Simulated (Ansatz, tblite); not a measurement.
Forces on Ca3Te2 at its PBE-D4/def2-SVP geometry. Total charge 0; singlet.

In the def2 sets Te takes a core potential; there is no spin–orbit coupling. The xTB rows come from tblite. The restricted singlet is unstable towards broken spin symmetry at other levels; at PBE-D4/def2-TZVP this wasn't settled. Another isomer (singlet) lies 0.37 eV lower at PBE0-D4/def2-TZVP; other spin states weren't run for this one.

GFN1-xTB (tblite), largest force 1.17 eV/Å:

```xyz
5
positions Å, forces eV/Å
Ca   -1.521   -0.820   -0.631    0.569    0.447    0.266
Ca   -0.095   -0.199    2.724    0.233   -0.640    0.310
Ca    1.691    0.596   -0.463   -0.720   -0.105    0.176
Te    0.751   -1.404   -2.296   -0.194    0.367    0.408
Te   -0.827    1.827    0.666    0.112   -0.068   -1.160
```

GFN2-xTB (tblite), largest force 0.55 eV/Å:

```
Ca 0.145 0.271 -0.015
Ca 0.173 -0.450 0.258
Ca -0.282 0.091 -0.031
Te -0.020 -0.021 0.270
Te -0.016 0.110 -0.482
```

PBE-D4/def2-TZVP (Ansatz), largest force 0.02 eV/Å:

```
Ca 0.006 0.001 -0.008
Ca 0.001 0.013 0.018
Ca -0.003 -0.001 0.009
Te -0.006 0.000 -0.017
Te 0.003 -0.013 -0.002
```
